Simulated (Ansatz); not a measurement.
Ansatz (a first-principles code) input (RI-MP2/cc-pV(Q+d)Z):
A basis named .json is the Basis Set Exchange file of that set.

Ansatz 0.2 input:
```yaml
crystal:
  periodic: [false, false, false]
  atoms:
    - {symbol: C, position_ang: [-2.59774172, -0.42632039, 0.60810626]}
    - {symbol: C, position_ang: [-1.41745380, -0.36831396, 0.00583029]}
    - {symbol: Cl, position_ang: [-1.19745541, 0.66591368, -1.40687060]}
    - {symbol: Si, position_ang: [0.12282285, -1.30681289, 0.49816193]}
    - {symbol: O, position_ang: [1.34971882, -0.27025203, 0.77571094]}
    - {symbol: Si, position_ang: [2.17844938, 1.05486442, 0.26963314]}
    - {symbol: H, position_ang: [-3.46137251, 0.13100542, 0.26701982]}
    - {symbol: H, position_ang: [-2.71931758, -1.05531549, 1.48170391]}
    - {symbol: H, position_ang: [-0.17940197, -2.04901298, 1.73966254]}
    - {symbol: H, position_ang: [0.48745023, -2.23068284, -0.59682622]}
    - {symbol: H, position_ang: [3.41971082, 1.13770176, 1.06903853]}
    - {symbol: H, position_ang: [2.51771043, 0.92985550, -1.16564540]}
    - {symbol: H, position_ang: [1.36757417, 2.27301674, 0.48340898]}
basis:
  gaussian:
    orbitals: cc-pV_Q+d_Z.json
    fitting: {mean_field: def2-universal-jkfit, correlation: cc-pVQZ-RIFIT.json}
magnetization: {spin_polarized: false}
correlation: {method: mp2, electrons: outside_noble_gas}
```

End of the output:

```
integrals: 1.40 GiB planned
737 factors; integrals over basis functions are off by at most 6.0e0 eV
1.35 GiB of device memory are held for the factors and their scratch space
mean field: 3.10 GiB planned
mean field evaluation 1: about -32438.2513 eV, gradient 4.3e1 eV
mean field evaluation 2: about -32441.5529 eV, gradient 2.6e1 eV
mean field evaluation 4: about -32442.8147 eV, gradient 1.2e0 eV
mean field evaluation 8: about -32442.8213 eV, gradient 1.4e-6 eV
mean field -32442.82133818 eV, -1192.2516936440 hartree, gradient 1.4e-6 eV, S^2 0.000000; 0 other end points of the search recorded, 0 dependent functions left out
18 core orbitals not correlated
1255 factors; their error is unknown
reference -32442.82133818 eV, -1192.2516936440 hartree; 18, 18 occupied and 531, 531 virtual orbitals, 1255 factors
second order -29.00320651 eV of doubles, -0.00000000 eV of singles
Total energy: -32471.82454469 eV, -1193.3175418243 hartree
```
